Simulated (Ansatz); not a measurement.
Isolated molecules relaxed with PBE0-D4/def2-TZVP in Ansatz; ΔE leaves out vibrations. CBS: MP2 limit from def2 TZ/QZ plus the TZ coupled-cluster correction, frozen cores. This one scheme is used for every species. Functionals use def2-TZVPP. B3LYP here is the variant with VWN-RPA as its local correlation; programs differ in this. Elements past krypton have def2 core potentials. For Sn outer-core shells are correlated without core-valence functions, which leaves a few kJ/mol of doubt a bond. One conformer a species, not always the lowest.

`[SiH3][SnH2][Cl]` + `O[SiH3]` → `[SiH3][O][SnH2][Cl]` + SiH₄  (cleavage of the Sn–Si bond)

Problem. Is it downhill or uphill in electronic energy at CCSD(T)/CBS, and by how much? (An estimate is asked.)

Solution. Computed: Downhill: ΔE = -15.4 kJ/mol.

Problem. What do these levels give: PBE-D4, PBE0-D4, r2SCAN0-D4, PBE-QIDH, revPBE, PBE0, B3LYP, BHLYP, CCSD(T)/def2-SVP, MP2/def2-TZVPP, HF/def2-QZVPP, MP2/CBS(def2)? (Estimate.)

Solution. The calculation gave: PBE-D4 1.9, PBE0-D4 1.1, r2SCAN0-D4 -6.7, PBE-QIDH -6.9, revPBE 3.9, PBE0 3.1, B3LYP -9.8, BHLYP -15.0, CCSD(T)/def2-SVP -24.9, MP2/def2-TZVPP -17.1, HF/def2-QZVPP -29.4, MP2/CBS(def2) -16.1 kJ/mol.

Largest T1 diagnostic among the species: 0.013.

Leaving LDA and LC-ωPBE aside and taking each functional with its dispersion term where it has one, the values, not all of them listed here, spread over 20.7 kJ/mol, from B97M-V to PBE-D4. LDA lies +3.9 kJ/mol from PBE without D4. From r2SCAN to r2SCAN0 (25 % exact exchange), in def2-TZVPP and without D4, ΔE moves by +3.3 kJ/mol.
